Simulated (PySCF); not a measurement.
Si(F)2(OH)(SeH) (F₂H₂OSeSi), SMILES O[Si](F)(F)[SeH].

The structure is a stationary point at PBE0-D3(BJ)/def2-SVP. The structure was generated by enumeration, and PubChem lists no compound with its InChIKey, so it may never have been made. The values are those of a single conformer.

Two levels are set side by side: PBE/def2-TZVP (PySCF) and B3LYP/def2-TZVP (PySCF). Same geometry, gas phase. Differences are taken from unrounded values.

```csv
quantity,B3LYP
orbital gap (eV),6.98
highest occupied level (eV),-7.55
lowest empty level (eV),-0.57
dipole moment (D),2.65
mean polarisability (bohr³),50.1
```

Problem. What does PBE give, and how far is it from B3LYP? (Estimate from the structure and the level; the computed values follow.)

Solution. 
```json
[
 {"quantity": "orbital gap (eV)", "PBE": "5.41", "PBE minus B3LYP": "-1.57"},
 {"quantity": "highest occupied level (eV)", "PBE": "-6.58", "PBE minus B3LYP": "0.97"},
 {"quantity": "lowest empty level (eV)", "PBE": "-1.17", "PBE minus B3LYP": "-0.60"},
 {"quantity": "dipole moment (D)", "PBE": "2.55", "PBE minus B3LYP": "-0.11"},
 {"quantity": "mean polarisability (bohr³)", "PBE": "52.1", "PBE minus B3LYP": "2.0"}
]
```

Without exact exchange PBE keeps part of each electron's self-repulsion, which lifts occupied levels and narrows the gap. PBE's more diffuse valence density responds more strongly to a field. Differences between two approximate levels are no errors against the true value.

Rough cost on one machine, each run with all the roots and properties that it gave: B3LYP against PBE within a factor of 2.
